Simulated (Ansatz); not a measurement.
C$_{2}$H$_{8}$AlB, SMILES `C[B](C)[AlH2]`, charge 0, multiplicity 1.

(1) Give a relaxed structure at PBE0-D4/def2-TZVP (Ansatz 0.2.0). (Best estimate.)

Answers

(1) Computed: 
```xyz
12

C     0.183   -1.571    0.017
B    -0.014   -0.016   -0.018
C    -1.017    0.563   -1.074
Al    1.047    1.268    1.329
H     1.152   -1.936    0.366
H    -0.551   -1.916    0.765
H    -0.080   -2.075   -0.919
H    -0.382    0.787   -1.949
H    -1.511    1.503   -0.820
H    -1.764   -0.159   -1.422
H     0.508    1.588    2.800
H     2.428    1.966    0.926
```
Point group C2.
This is one stationary point; other conformers may exist.
